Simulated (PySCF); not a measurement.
# A search over the determinants of PbO

Unrestricted PBE0; PySCF, spin-free X2C with a Gaussian nucleus, basis sets Pb x2c-TZVPPall, O x2c-TZVPPall. Outer shells of the fragments: Pb 5d10 6s2 6p2; O 2s2 2p4.

Followed along the bond (rough minima from three points):

```csv
2Ms+1,unpaired,⟨S²⟩ at the start,R at minimum (Å),Te (eV)
1,none,0.00,1.90,0.00
3,π ↑↑,2.01,none in the scan,≤ 1.90
5,"σ ↑, π ↑↑↑",6.01,none in the scan,≤ 5.24
```

Solutions found at the starting distance of 1.995 Å, counted from the lowest of them; the search is not exhaustive and high or unbound solutions are not listed, so other states can lie among these:

| 2Ms+1 | unpaired | term | E (eV) | ⟨S²⟩ | ⟨Lz²⟩ | μ (D) |
| --- | --- | --- | --- | --- | --- | --- |
| 1 | none | mixed | 0.00 | 0.00 | 0.58 | -5.15 |
| 3 | π ↑↑ | mixed | 1.94 | 2.01 | 2.59 | -2.21 |
| 3 | π ↑↑ | mixed | 2.17 | 2.01 | 2.58 | -2.26 |
| 1 | π ↑↓ | mixed | 2.22 | 1.01 | 2.59 | -2.29 |
| 3 | σ ↑, π ↑ | mixed | 2.42 | 2.01 | 1.58 | -3.47 |
| 1 | σ ↓, π ↑ | mixed | 2.55 | 1.01 | 1.58 | -3.45 |

A term symbol is given only where ⟨S²⟩ and ⟨Lz²⟩ are close to those of a pure state; real π, δ and φ orbitals otherwise mix terms. A positive dipole means Pb(−)O(+).

The measured ground state is X ¹Σ+ (Huber and Herzberg, Constants of Diatomic Molecules (1979)).

These are scalar-relativistic numbers at best; spin–orbit coupling would shift them, the dissociation energy most. Counting both spins, an empty level lies below a filled one in some of these solutions, because spin and occupation are held.
